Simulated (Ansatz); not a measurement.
Reaction (substitution at a C–O bond): `O=CO[SiH2]F` + H₂Te → `O=C[TeH]` + `O[SiH2]F`

Calculated with Ansatz (gas phase, PBE0-D4/def2-TZVP geometries, no zero-point term in ΔE). CCSD(T)/CBS adds triple-zeta CCSD(T) − MP2 to the extrapolated MP2 energy (def2 sets, frozen cores). def2 core potentials past Kr. For Te outer-core shells are correlated without core-valence functions, which leaves a few kJ/mol of doubt a bond. One conformer a species, not always the lowest.

```json
{"species": "`O=CO[SiH2]F`", "MP2/CBS(def2) energy (Eh)": "-579.12674"}
{"species": "H₂Te", "MP2/CBS(def2) energy (Eh)": "-268.91107"}
{"species": "`O=C[TeH]`", "MP2/CBS(def2) energy (Eh)": "-382.10659"}
{"species": "`O[SiH2]F`", "MP2/CBS(def2) energy (Eh)": "-465.92671"}
```

Q: Work out ΔE.

A: ΔE = (-382.10659) + (-465.92671) − (-579.12674) − (-268.91107) = 0.00451 Eh = +11.8 kJ/mol. CCSD(T)/CBS gives +17.7 kJ/mol.

Largest T1 diagnostic among the species: 0.016.

In def2-TZVPP, CCSD(T) changes the Hartree–Fock value by −23.1 kJ/mol (the triples alone add −4.4 kJ/mol) and MP2 by −29.0 kJ/mol. From PBE to PBE0 (25 % exact exchange), in def2-TZVPP and without D4, ΔE moves by +12.1 kJ/mol.
